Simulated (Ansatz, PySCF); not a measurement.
Ga(I)(OH)2 (GaH₂IO₂), SMILES [Ga]([OH])([I])[OH]. Atoms are numbered in the order given.

```xyz
6

Ga    -0.0059     1.1283     0.0000
I      0.0569    -1.3581     0.0000
O     -1.5801     1.9555     0.0000
H     -1.4896     2.9190     0.0000
O      1.4611     2.1439     0.0000
H      2.2900     1.6468     0.0000
```
Charge 0, spin multiplicity 1.

Geometry optimised at B3LYP-D3(BJ)/def2-SVP. The structure was generated by enumeration; whether it is a known compound was not checked. The def2 effective core potentials stand for the cores of I; spin–orbit coupling is left out. The values are those of a single conformer.

Two levels are set side by side: PBE-D3(BJ)/def2-SVP (Ansatz, a program for electronic structure) and B3LYP-D3(BJ)/def2-SVP (Ansatz). Each level has its own optimised geometry; the coordinates shown are those of the second. Frequencies come from the Hessian of PySCF at each geometry. Differences are taken from unrounded values.

| quantity | B3LYP-D3(BJ) | PBE-D3(BJ) | PBE-D3(BJ) minus B3LYP-D3(BJ) |
|---|---|---|---|
| mean bond length (Å) | 1.597 | 1.606 | 0.009 |
| bond Ga1–I2 (Å) | 2.487 | 2.488 | 0.001 |
| bond Ga1–O3 (Å) | 1.778 | 1.792 | 0.014 |
| bond Ga1–O5 (Å) | 1.784 | 1.798 | 0.014 |
| bond O3–H4 (Å) | 0.968 | 0.977 | 0.009 |
| bond O5–H6 (Å) | 0.966 | 0.976 | 0.009 |
| highest harmonic wavenumber (cm⁻¹) | 3845 | 3729 | -116 |
| mean harmonic wavenumber (cm⁻¹) | 1009 | 982 | -27 |
| zero-point energy (kcal/mol) | 17.31 | 16.84 | -0.46 |

GGA bonds tend to be longer and softer than those of functionals with exact exchange. Differences between two approximate levels are no errors against the true value.
